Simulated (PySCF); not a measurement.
# Reading the logs of faulty runs: B2H7Si2

Calculated results; nothing here was measured. The program is PySCF 2.14.0, an open-source quantum chemistry code, run on an isolated molecule that a program drew, which may never have been made. The molecule is B2H7Si2 (charge 0, doublet), drawn as the SMILES string `BB([SiH2])[SiH3]`.

Each row is a Hartree-Fock (HF) and frozen-core CCSD(T) single point in the cc-pV(D+d)Z basis, meant for a local HF minimum. Run 1 is clean. Each other run has one planted mistake out of seven kinds, and not every kind appears here: one electron removed, one electron added, multiplicity raised by two, geometry at a saddle point, minimal basis STO-3G, one bond length entered in bohr, all coordinates scaled. The reference is restricted for singlets and unrestricted otherwise, and also for a bond in bohr. Adding or removing an electron swaps singlet and doublet. Electrons count all cores. HOMO and LUMO are orbital energies over both spins, the gradient is its largest component, and the lowest frequency (negative if imaginary) is given only where the gradient is small. Bond lengths are over the 10 bonds as drawn. T1 is the CCSD diagnostic: over 0.02 (restricted) or 0.045 (unrestricted) a single reference is doubtful.

Geometry of the clean run:
```xyz
11
B2H7Si2, angstrom
B    -3.3434   -1.4388    0.8232
B    -2.2888   -0.6660   -0.2200
Si   -0.8080    0.4210    0.4139
Si   -2.5502   -0.8590   -2.2386
H    -3.1395   -2.5613    1.2065
H    -4.3538   -0.9072    1.2041
H    -0.4823    0.6604    1.8344
H     0.1382    1.1148   -0.4808
H    -2.4696   -2.2910   -2.6250
H    -1.5357   -0.1154   -3.0270
H    -3.8916   -0.3522   -2.6261
```

```
run  electrons  basis functions  <S^2>  HOMO (eV)  LUMO (eV)  gradient (hartree/bohr)  lowest frequency (cm^-1)  mean bond (Å)  longest bond (Å)      T1  HF (hartree)  CCSD(T) (hartree)                          mistake
  1         45              109  0.763      -8.40       0.28                  1.3e-05                        41         1.5475             2.045  0.0170    -631.23014         -631.66890                         no fault
  2         45              109  0.761      -8.50       0.26                  2.8e-02                         -         1.4794             1.955  0.0161    -631.21178         -631.64950           all coordinates scaled
  3         45               35  0.762      -5.54       5.26                  3.1e-02                         -         1.5475             2.045  0.0169    -623.92648         -624.13111             minimal basis STO-3G
  4         45              109  1.546      -8.41       0.26                  1.0e-02                         -         1.6797             2.807  0.0416    -631.12322         -631.55212  one bond length entered in bohr
  5         46              109  0.000      -1.43       6.37                  2.9e-02                         -         1.5475             2.045  0.0189    -631.24897         -631.73289               one electron added
  6         45              109  3.779      -6.50      -1.26                  5.8e-02                         -         1.5475             2.045  0.0227    -631.08054         -631.51727                                ?
```

**Which mistake was planted in run 6, and what did it cost?**

Electrons, basis and geometry are unchanged, and <S^2> is 3.779, beside S(S+1) = 3.75 for a multiplicity of 4. So the mistake is: multiplicity raised by two. Subtracting run 1 and multiplying by 627.51 kcal/mol a hartree, the energy moved by 93.9 kcal/mol in HF and 95.1 kcal/mol in CCSD(T).

